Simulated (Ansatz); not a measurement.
Consider the ligand exchange at a Ge–O bond: `C[O][Ge][SH]` + CH₃SH → `C[S][Ge][SH]` + CH₃OH.

Calculated with Ansatz (gas phase, PBE0-D4/def2-TZVP geometries, no zero-point term in ΔE). CCSD(T)/CBS is the MP2 limit (def2-TZVPP, def2-QZVPP) plus CCSD(T) − MP2 in def2-TZVPP, frozen cores. This one scheme is used for every species. Functionals use def2-TZVPP. B3LYP here is the variant with VWN-RPA as its local correlation; programs differ in this. For Ge outer-core shells are correlated without core-valence functions, which leaves a few kJ/mol of doubt a bond. Scalar relativity is left out up to krypton. Each species was taken in one conformer, which may not be the lowest.

```tsv
level	ΔE (kJ/mol)	difference from CCSD(T)/CBS
PBE-D4	-25.9	-3.6
r2SCAN-D4	-22.4	-0.1
PBE0-D4	-28.4	-6.1
B3LYP-D4	-17.9	4.4
B2PLYP	-16.0	6.3
PBE0	-27.7	-5.4
HF/def2-TZVPP	-13.6	8.7
MP2/def2-TZVPP	-20.9	1.4
CCSD(T)/def2-TZVPP	-17.0	5.3
CCSD/CBS(def2)	-20.9	1.4
CCSD(T)/CBS	-22.3	0
```

Largest T1 diagnostic among the species: 0.015.

In def2-TZVPP, CCSD(T) changes the Hartree–Fock value by −3.4 kJ/mol (the triples alone add −1.4 kJ/mol) and MP2 by −7.3 kJ/mol.
